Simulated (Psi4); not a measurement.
Complex: H2S (SMILES S) (first 3 atoms) with C2H6 (SMILES CC); geometry from B3LYP-D3(BJ)/def2-TZVP, rigid monomers moved along the line of their centres of mass till H2···C5 is 2.68 Å.
(charge 0, multiplicity 1):
```xyz
11

S      0.14783     0.12317    -0.19878
H      0.90339     0.48978     0.84802
H     -0.29284    -0.97516     0.43460
C     -0.80079    -0.13918     3.45148
C      0.72485    -0.10422     3.45896
H     -1.19996     0.13954     2.47460
H     -1.21510     0.55444     4.18554
H     -1.17547    -1.13601     3.69265
H      1.14502    -0.81049     2.73949
H      1.12477    -0.36464     4.44076
H      1.10009     0.89021     3.20690
```

Calculation: SAPT0/jun-cc-pV(D+d)Z (Psi4 1.11).

Problem. Which attractive term is largest, and how does the interaction split up?

Solution. electrostatics -1.73, exchange 4.91, induction -0.53, dispersion -2.21, total 0.44 kcal/mol; the largest attraction is dispersion.
